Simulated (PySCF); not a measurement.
C4H9, charge -1, singlet, at a GFN2-xTB geometry (in this run its highest filled SCF level lies above zero, so its values depend strongly on the basis, on diffuse functions most of all). Base run: B3LYP/def2-SVP in PySCF.

PySCF was given this input:
```python
from pyscf import gto, scf, dft

mol = gto.M(
    atom='''
C     0.00366132   -0.00257993    0.50987381
C     0.00604899    1.42125247   -0.05700883
H    -0.00171725    1.48743097   -1.17683124
H    -0.87186003    1.98005613    0.29102195
H     0.89392380    1.97203055    0.27830152
C     1.22682796   -0.71573222   -0.07658806
H     1.27104904   -0.74055799   -1.19724426
H     2.15487708   -0.23527963    0.25807796
H     1.26497933   -1.76050060    0.25675066
C    -1.23425894   -0.70454644   -0.05885878
H    -1.29484415   -0.72889586   -1.17875997
H    -1.27709886   -1.74894672    0.27506338
H    -2.15298495   -0.21570016    0.28911112
''',
    basis='def2-svp',
    charge=-1,
    verbose=4,
)

mf = dft.RKS(mol)
mf.xc = 'b3lyp'
mf.kernel()
```

Each row names what was changed in the base input (with any setting that the change needs).

```csv
change,ΔE vs base (µEh),fitting functions
base,0.0,-
auxbasis = def2-universal-jkfit,-75.9,462
"exchange = seminumerical (SGX) (with mf = sgx.sgx_fit(mf, auxbasis='def2-universal-jfit'); with mf.with_df.dfj = True)",-375,295
auxbasis = autoaux,-29.9,669
auxbasis = default (with mf = mf.density_fit()),-75.9,462
auxbasis = even-tempered beta=2.0,-5.3,700
auxbasis = cc-pvqz-jkfit,-39.0,883
auxbasis = cc-pvdz-jkfit,-174,487
auxbasis = def2-svp-ri,-5460,318
auxbasis = def2-universal-jfit,0.2,295
```

A fitting set is made for a task (jfit for Coulomb, jkfit for Coulomb and exchange, ri for correlation) and for a family of orbital bases.
